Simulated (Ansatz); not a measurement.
C₇H₁₅NOSi⁺, that is SiEt3(NCO) with one electron fewer, relaxed as a doublet with UKS PBE-D4/def2-SVP in Ansatz, starting from the PBE-D4/def2-SVP geometry of the neutral singlet. Force threshold 0.03 eV/Å.

Start:

```xyz
25

Si    0.065   -0.016    0.064
C     1.153    1.529    0.169
C     0.403    2.827    0.501
H     1.687    1.629   -0.801
H     1.944    1.326    0.926
H     1.082    3.704    0.517
H    -0.390    3.036   -0.246
H    -0.090    2.777    1.494
C    -0.838   -0.345    1.694
C    -1.843   -1.505    1.654
H    -1.349    0.598    1.990
H    -0.062   -0.521    2.472
H    -2.366   -1.632    2.624
H    -2.618   -1.340    0.878
H    -1.348   -2.470    1.420
C     1.053   -1.526   -0.504
C     1.699   -1.394   -1.890
H     0.369   -2.402   -0.479
H     1.825   -1.728    0.273
H     2.240   -2.316   -2.186
H     0.937   -1.192   -2.671
H     2.432   -0.561   -1.926
N    -1.160    0.293   -1.154
C    -2.000    0.509   -1.996
O    -2.824    0.720   -2.822
```

```
step  energy (eV)  largest force component (eV/Å)  SCF passes
   1  -18883.5887                           2.153          61
   2  -18883.7909                           1.396          31
   3  -18883.8634                           0.485          29
   4  -18883.8858                           0.135          27
   5  -18883.8884                           0.030          26
```

Force components are those of the run's own axes.

End:

```csv
atom,x (Å),y (Å),z (Å)
Si1,-0.063,-0.136,0.022
C2,1.131,1.524,0.157
C3,0.410,2.777,0.532
H4,1.542,1.488,-0.875
H5,1.858,1.141,0.904
H6,1.176,3.597,0.569
H7,-0.345,3.095,-0.212
H8,-0.036,2.749,1.546
C9,-0.904,-0.300,1.706
C10,-1.854,-1.508,1.736
H11,-1.441,0.648,1.918
H12,-0.090,-0.392,2.459
H13,-2.305,-1.587,2.749
H14,-2.687,-1.406,1.013
H15,-1.336,-2.468,1.541
C16,1.098,-1.501,-0.548
C17,1.749,-1.336,-1.919
H18,0.434,-2.400,-0.528
H19,1.846,-1.647,0.261
H20,2.324,-2.246,-2.189
H21,1.000,-1.173,-2.719
H22,2.473,-0.494,-1.939
N23,-1.192,0.263,-1.203
C24,-2.004,0.528,-2.073
O25,-2.784,0.784,-2.909
```

By distances, no bond broke or formed. The bond that changes most is Si1–C2, from 1.89 to 2.05 Å (atoms count from 1).

No frequencies were taken in this run, so the end may be a saddle point.

Run time 34 s (2 threads of AMD EPYC 7R13 on a shared host and a share (18 GiB) of an NVIDIA H100 80GB HBM3), peak host memory 0.87 GiB.
